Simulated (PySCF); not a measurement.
A structure optimised at ωB97X-D3(BJ)/def2-SVP, used in a PySCF frequency run:

```xyz
10

Ge     1.7212    -0.1010     0.2627
O      0.0136    -0.5084     0.1360
Al    -1.5363     0.0730    -0.2303
O     -1.8346     1.6706    -0.7150
O     -2.8878    -0.9452    -0.1233
H      1.9097     1.3847    -0.1096
H      2.1731    -0.3420     1.7113
H      2.5080    -0.9917    -0.7112
H     -1.1826     2.3640    -0.8225
H     -2.8430    -1.8664     0.1382
```
Charge 0, spin multiplicity 1.

Question: Write its SMILES and formula.

Answer: [OH][Al]([OH])[O][GeH3], AlGeH5O3

Question: What are its rotational constants (standard atomic weights)?

Answer: 6.0368, 1.0014, 0.86847 GHz
